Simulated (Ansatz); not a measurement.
`[Cl][Al]1[BH][NH]1`. The species carries charge 0 and has multiplicity 1. The structure was optimised at the PBE0-D4/def2-TZVP level.

```xyz
6

Cl   -1.039    2.856   -0.657
Al    0.063    1.133   -0.239
B     0.911   -0.617    0.173
N    -0.489   -0.552    0.095
H     1.685   -1.495    0.396
H    -1.131   -1.326    0.231
```

Question: What is the dipole moment at PBE/def2-TZVPP? (Best estimate.)

Answer: Ansatz gave: 1.19 D, with components (-0.67, -0.97, 0.18) D in this frame, pointing from negative to positive charge.

Question: And with r2SCAN, B3LYP, ωB97M-V? (An estimate is asked.)

Answer: The calculation gave: r2SCAN 1.20 D, B3LYP 1.08 D, ωB97M-V 1.06 D.

Question: Give the Mulliken charges with PBE, ωB97M-V, r2SCAN in def2-TZVPP. (An estimate is asked.)

Answer: Computed: 
```csv
atom,PBE,ωB97M-V,r2SCAN
Cl1,-0.19,-0.20,-0.22
Al2,0.20,0.21,0.35
B3,0.02,0.03,0.00
N4,-0.20,-0.25,-0.28
H5,0.04,0.11,0.03
H6,0.13,0.10,0.13
```

B3LYP here is the variant with VWN-RPA as its local correlation; programs differ in this.
